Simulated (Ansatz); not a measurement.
The same path of a periodic cell of 17 atoms, LiSi$_{16}$ (host Si, host structure diamond, interstitial Li), cell charge +1 was run twice with different band settings. Lost on the way: Si1–Li17, Si2–Li17, Si5–Li17, Si9–Li17. Made: Si6–Li17, Si10–Li17, Si13–Li17, Si14–Li17.

Level of theory: DFT PBE, scalar-relativistic, plane waves, PAW (Ansatz). Settings: PAW set soft_1, cutoff 420 eV, k mesh 2x2x2, gaussian smearing 0.02 eV, no spin polarisation.

Relaxed end points:

```xyz
17
Lattice="0.0000 5.4300 5.4300 5.4300 0.0000 5.4300 5.4300 5.4300 0.0000" Properties=species:S:1:pos:R:3
Si -0.001 0.001 -0.022
Si 1.382 1.384 1.332
Si 2.710 2.721 -0.001
Si 4.047 4.048 1.332
Si 2.735 0.002 2.714
Si 4.063 1.367 4.080
Si 5.428 2.696 2.714
Si 6.808 4.052 4.094
Si -0.001 2.739 2.715
Si 1.367 4.063 4.083
Si 2.692 5.431 2.716
Si 4.044 6.816 4.100
Si 2.715 2.715 5.430
Si 4.062 4.065 6.778
Si 5.428 5.432 5.451
Si 6.795 6.798 6.778
Li 5.418 5.443 2.714
```

```xyz
17
Lattice="0.0000 5.4300 5.4300 5.4300 0.0000 5.4300 5.4300 5.4300 0.0000" Properties=species:S:1:pos:R:3
Si 0.010 0.012 0.010
Si 1.358 1.361 1.359
Si 2.707 2.709 0.010
Si 4.073 4.076 1.337
Si 2.707 0.012 2.707
Si 4.073 1.339 4.074
Si 5.456 2.694 2.692
Si 6.810 4.076 4.074
Si 0.010 2.709 2.707
Si 1.337 4.076 4.074
Si 2.691 5.458 2.692
Si 4.074 6.812 4.074
Si 2.691 2.694 5.456
Si 4.074 4.076 6.810
Si 5.456 5.459 5.457
Si 6.789 6.792 6.789
Li 4.074 4.077 4.074
```

Common settings: climbing image yes; spring 5.0 eV/Å²; end points relaxed.

| run | movable images | optimiser | start path | force threshold | iteration limit |
| --- | --- | --- | --- | --- | --- |
| 1 | 5 | lbfgs | IDPP | 0.05 eV/Å | 61 |
| 2 | 3 | quadratic models (default) | default | 0.2 eV/Å | 50 |

What does each run give, and how far can it be trusted?

Run 1: converged after 19 iterations, highest image 0.586 eV above the first end. By the program's own check the climbing image is of a kind that is not told: the force calls were inconclusive, a negative curvature could not be distinguished from the path's own, the only one lies far off the path, or fixed occupations may fill a level only in part (lowest curvatures found: -2.20 and 0.85 eV/Å²).
Run 2: converged after 3 iterations, highest image 0.587 eV above the first end. The threshold of 0.2 eV/Å is loose, so the images may lie well off the minimum-energy path. The order of the stationary point at the top wasn't checked.
Limits of this set-up: a small cell, in which the defect meets its images, charged cell in a uniform background, uncorrected.
